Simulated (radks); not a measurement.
Task: Ionisation of the platinum ion Pt+, [Xe] 4f14 5d9, to [Xe] 4f14 5d8 as the strength of local exchange is varied. All-electron calculation, scalar-relativistic Kohn-Sham, Slater X-alpha exchange (alpha = 2/3 is LDA exchange), no correlation, spin-polarised, spherical densities, point nucleus; open shells are filled with parallel spins first (spin-orbit coupling, left out, can overturn this in heavy ions). Program: a radial shooting solver on a logarithmic mesh with Libxc functionals.

alpha  E(Pt+) (hartree)  exchange (hartree)  IE (eV)  -e of the level emptied (eV)  <r> of it (bohr)
0.631       -18376.7571           -317.2500   17.762                   12.433 (5d)             1.680
0.663       -18392.9420           -333.6539   18.219                   12.844 (5d)             1.667
0.667       -18394.9661           -335.7066   18.277                   12.896 (5d)             1.666
0.805       -18464.9466           -406.8123   20.339                   14.770 (5d)             1.614
0.867       -18496.4797           -438.9417   21.312                   15.662 (5d)             1.593
?           -18538.7832           -482.1313   22.658                   16.904 (5d)             1.565

Which alpha was used in the last row?

Result: alpha = 0.95. NIST Atomic Spectra Database: 18.6 +/- 0.12 eV (measured). The Delta-SCF value meets it near alpha = 0.69. Open shells are spherical and high-spin; term and fine-structure splittings are not resolved. Spin-orbit splitting is averaged out at the scalar-relativistic level.
